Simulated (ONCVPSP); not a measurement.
Pseudopotential generation for hydrogen (H): ONCV, BLYP, scalar-relativistic.

- Element: H (Z = 1)
- Generator: ONCVPSP 4.0.1
- Type: optimised norm-conserving Vanderbilt (ONCV)
- Functional: BLYP
- Relativity: scalar-relativistic
- Frozen core: none
- Valence charge: 1
- Reference configuration: 1s1
- Partial waves: 1s: rc 1.15 bohr, ncon 4, nbas 7, qcut 5.8 1/bohr, 1 projector; p scattering state at 0.08 Ha: rc 1.15 bohr, ncon 3, nbas 8, qcut 8 1/bohr, 1 projector
- Local potential: polynomial inside 0.95 bohr (lpopt 5, dvloc0 3 Ha)
- Core correction: none

Poles of the logarithmic derivatives, all-electron (AE) and pseudo (PS). s: poles at 1.7 (AE) and 1.7 (PS) Ha. p: poles at no energy (AE) and no energy (PS) Ha. Test radii: s 1.16, p 1.16 bohr.

- Cutoffs needed: 15 Ha and 44 Ha (the cutoffs (Ha) at which the residual kinetic energy of the hardest occupied pseudo-wave falls to 1 and 0.1 mHa per electron)
- Ghost test: no bound ghost flagged; no localised positive-energy state flagged
